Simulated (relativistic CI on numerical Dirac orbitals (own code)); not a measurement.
A reference radial Dirac CI calculation of Au gave the lowest total energy -18999.02091 Ha in 26 SCF steps, from this input:

```
atom Au  Z=79  charge=0  electrons=79
nucleus A=197  rms_radius_fm=5.4371
hamiltonian dirac-coulomb  breit=on  qed=on  c_scale=1
orbitals kli  potential=per-configuration
slater_scale 1
correlation none
mixing on
grid step=0.0125 r_max=259.4
scf mixing=0.4 start=green max_iterations=150 tolerance=2e-08 node_fill=0.05
configurations
  [Xe] 4f14 5d10 6s
  [Xe] 4f14 5d9 6s2
end
```

One setting was then changed, and the output read:

```
SCF 1: [Xe] 4f14 5d10 6s
 iter      energy (Ha)   residual   last orbital (Ha)
    1    -19015.401126   2.59e+00     -0.69055
    2    -19034.533271   6.11e-01     -0.32537
    3    -19035.263566   3.07e-01     -0.30670
    4    -19035.503280   7.82e-02     -0.31487
    5    -19035.505732   2.81e-02     -0.30653
    6    -19035.506188   1.54e-02     -0.30151
    7    -19035.505101   1.10e-03     -0.29756
    8    -19035.505334   5.39e-04     -0.29777
    9    -19035.505291   1.44e-04     -0.29767
   10    -19035.505272   1.14e-05     -0.29765
   11    -19035.505273   9.89e-07     -0.29766
   12    -19035.505273   3.62e-07     -0.29766
   13    -19035.505273   6.82e-09     -0.29766
SCF 2: [Xe] 4f14 5d9 6s2
 iter      energy (Ha)   residual   last orbital (Ha)
    1    -19016.655065   2.49e+00     -0.69055
    2    -19034.437582   6.15e-01     -0.34290
    3    -19035.201232   3.03e-01     -0.32469
    4    -19035.435923   7.48e-02     -0.33770
    5    -19035.437883   4.11e-02     -0.33182
    6    -19035.437037   2.65e-03     -0.32174
    7    -19035.436841   1.71e-03     -0.32074
    8    -19035.437142   4.63e-04     -0.32108
    9    -19035.437085   1.92e-05     -0.32099
   10    -19035.437084   1.77e-05     -0.32100
   11    -19035.437086   1.85e-07     -0.32100
   12    -19035.437086   1.78e-07     -0.32100
   13    -19035.437086   1.23e-08     -0.32100
orbital energies (Ha): 4f5/2 -3.1780  4f7/2 -3.0386  5s -4.0444  5p1/2 -2.7166  5p3/2 -2.1220  5d3/2 -0.3829  5d5/2 -0.3277  6s -0.2977
configuration averages (Ha): Dirac-Coulomb, Breit, QED
  5d10 6s                     -19035.505273    0.000000   14.831032
  5d9 6s2                     -19035.437086    0.000000   14.832161
levels: no., configuration, term, J, E (cm-1), weight
   1 5d10 6s                2S   1/2              0.0  1.00
   2 5d9 6s2                2D   5/2          10405.7  1.00
   3 5d9 6s2                2D   3/2          22423.9  1.00
lowest total energy -19020.674240 Ha
end: converged
```

Problem. Which setting was changed?
A. Breit term
B. configuration list
C. charge
D. end of the grid

Solution. A. The Breit term off.
